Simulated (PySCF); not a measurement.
A structure optimised at r2SCAN-D4/def2-SVP, used in a PySCF frequency run:

```
Si
F 1 1.6323
H 1 1.4916 2 108.49
H 1 1.4939 3 109.36 2 -118.00
Si 1 2.3468 3 111.50 4 -121.32
F 5 1.6323 1 109.51 3 -48.90
H 5 1.4916 6 108.49 1 121.91
H 5 1.4939 7 109.36 6 -118.00
```

Q: Write its SMILES, formula and point group.

A: F[SiH2][SiH2]F, F₂H₄Si₂, C2

Q: What are its rotational constants (standard atomic weights)?

A: 8.4231, 2.1392, 1.9433 GHz
